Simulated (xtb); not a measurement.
Se(I)(NH2) (H₂INSe), SMILES N[Se]I. All values are semi-empirical tight-binding results from xtb (GFN2-xTB unless named), good for trends rather than for accurate numbers. Geometry: GFN2-xTB. Other conformers were not sampled.

Computed properties:
```json
{
  "point_group_as_xtb_finds_it": "Cs",
  "orbital_gap": "2.77 eV",
  "zero_point_energy": "15.8 kcal/mol",
  "G − E(el) at 298.15 K (modified RRHO)": "-3.2 kcal/mol",
  "static polarisability (D4 model)": "71.5 bohr³",
  "solvation energy, GFN2-xTB/ALPB(water)": "-4.3 kcal/mol",
  "solvation energy, GFN2-xTB/ALPB(acetone)": "-7.9 kcal/mol"
}
```
